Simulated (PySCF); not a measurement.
Species: C10H7Br.
Numbering: `[Br:1][c:2]1[cH:3][cH:4][c:5]2[cH:6][cH:7][cH:8][cH:9][cH:10][c:11]1-2` (hydrogens: H12 on C3; H13 on C4; H14 on C6; H15 on C7; H16 on C8; H17 on C9; H18 on C10)

Method: PySCF 2.14.0, PBE0-D3(BJ)/def2-SVP geometry optimisation, gas phase.

(1) List the bond lengths, angles and torsions at this level.

## Answers

(1) 
| bond | length (bohr) | order |
| --- | --- | --- |
| Br1–C2 | 3.535 | single |
| C2–C3 | 2.654 | aromatic |
| C3–C4 | 2.644 | aromatic |
| C4–C5 | 2.658 | aromatic |
| C5–C6 | 2.626 | aromatic |
| C6–C7 | 2.640 | aromatic |
| C7–C8 | 2.636 | aromatic |
| C8–C9 | 2.641 | aromatic |
| C9–C10 | 2.635 | aromatic |
| C10–C11 | 2.627 | aromatic |
| C2–C11 | 2.656 | aromatic |
| C5–C11 | 2.818 | single |
| C3–H12 | 2.060 | single |
| C4–H13 | 2.059 | single |
| C6–H14 | 2.070 | single |
| C7–H15 | 2.066 | single |
| C8–H16 | 2.069 | single |
| C9–H17 | 2.066 | single |
| C10–H18 | 2.070 | single |

Orders are formal, as drawn. A selection of angles:
| angle | degrees |
| --- | --- |
| Br1–C2–C3 | 124.8 |
| Br1–C2–C11 | 125.5 |
| C3–C2–C11 | 109.7 |
| C2–C3–C4 | 109.0 |
| C3–C4–C5 | 108.7 |
| C4–C5–C6 | 125.7 |
| C4–C5–C11 | 107.2 |
| C6–C5–C11 | 127.1 |
| C5–C6–C7 | 129.2 |
| C6–C7–C8 | 128.5 |
| C7–C8–C9 | 129.9 |
| C8–C9–C10 | 128.5 |
| C9–C10–C11 | 128.9 |
| C2–C11–C10 | 126.7 |
| C2–C11–C5 | 105.5 |
| C5–C11–C10 | 127.9 |

Dihedral angles: C4–C5–C11–C10 180° (antiperiplanar).

The 11 C–C bonds span 1.390 Å (C5–C6, aromatic) to 1.491 Å (C5–C11, drawn single), a spread of 0.101 Å. The 11 heavy atoms lie in one plane (0.000 Å rms). Of the pairs four or more bonds apart, Br1···H18 is among the closest relative to their van der Waals radii: 2.85 Å, 94 % of the sum of Bondi's values. The 5-membered ring C2–C3–C4–C5–C11 has internal angles of 105.5° to 109.7° (sum 540°, against 540° for a flat polygon); it is planar, 0.00 Å rms from its mean plane, widest ring torsion 0°. The 7-membered ring C5–C6–C7–C8–C9–C10–C11 has internal angles of 127.1° to 129.9° (sum 900°, against 900° for a flat polygon); it is planar, 0.00 Å rms from its mean plane, widest ring torsion 0°.

Point group: Cs (tolerance 0.08 Å). PBE0-D3(BJ)/def2-SVP frequencies: not computed here.
